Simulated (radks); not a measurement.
Neutral beryllium, [He] 2s2. Calculated with a radial shooting solver on a logarithmic mesh with Libxc functionals: non-relativistic Kohn-Sham, PBE, spin-polarised, spherical densities, point nucleus. Every spin shell is full or empty, so the densities are truly spherical. Functionals are evaluated on that one density, not self-consistently. Rank these orbital-free kinetic functionals by their error against the exact value of the orbitals, and give that value: Thomas-Fermi, von Weizsacker, TF + vW/9, TF + vW/5, LC94, APBEK, Perdew 92, Thakkar, Pearson, LKT, PG1, DePristo-Kress.

Answer. Exact: 14.5583 hartree. From best to worst, with 100 (|E| - |E exact|)/|E exact| (equal figures are ties): LC94 +0.14, APBEK +0.14, TF + vW/9 +0.18, Perdew 92 +0.20, Thakkar +0.38, DePristo-Kress -1.34, Pearson -4.16, von Weizsacker -6.46, TF + vW/5 +8.49, Thomas-Fermi -10.21, PG1 +46.94, LKT +54.36.
